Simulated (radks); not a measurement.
The numbers below are computed, except where a source is named.
Question: Excited configurations of Ca+: one electron is placed in a higher orbital outside [Ar]. The ground configuration is [Ar] 4s1. Level of theory: non-relativistic Kohn-Sham, PBEsol, spin-unpolarised, spherical densities, point nucleus (a radial shooting solver on a logarithmic mesh with Libxc functionals). Excitation = E - E(ground); binding = E(ion) - E, where the ion is the core of charge +2; n* = 2/sqrt(2 binding) in atomic units, and the quantum defect is n - n*.

| outer orbital | excitation (eV) | binding (eV) | n* | quantum defect | eigenvalue (eV) | <r> (bohr) |
|---|---|---|---|---|---|---|
| 4p | 2.977 | 8.656 | 2.507 | 1.493 | -6.495 | 4.393 |
| 4d | 6.495 | 5.139 | 3.254 | 0.746 | -3.783 | 6.623 |
| 5s | 6.024 | 5.610 | 3.115 | 1.885 | -4.419 | 7.496 |
| 5p | 7.054 | 4.580 | 3.447 | 1.553 | -3.562 | 8.748 |
| 5d | 8.517 | 3.117 | 4.179 | 0.821 | -2.411 | 12.04 |
| 6s | 8.333 | 3.300 | 4.061 | 1.939 | -2.648 | 12.76 |
| 6p | 8.804 | 2.830 | 4.385 | 1.615 | -2.257 | 14.48 |
| 7d | 10.130 | 1.504 | 6.015 | 0.985 | -1.214 | 26.95 |

Estimate the row for 3d.

Answer: excitation (eV) 1.196; binding (eV) 10.438; n* 2.283; quantum defect 0.717; eigenvalue (eV) -5.630; <r> (bohr) 2.336. The Delta-SCF ionisation energy is 11.634 eV (NIST Atomic Spectra Database: 11.872 eV, measured). Self-interaction in the functional shifts the binding energies and quantum defects, so they are the method's values and not measured ones. Spin polarisation and multiplet splitting are left out, so open shells lie too high by an amount that depends on their filling.

Beside tabulated values, note that spin-unpolarised runs miss the spin-polarisation part of the exchange energy of open shells.
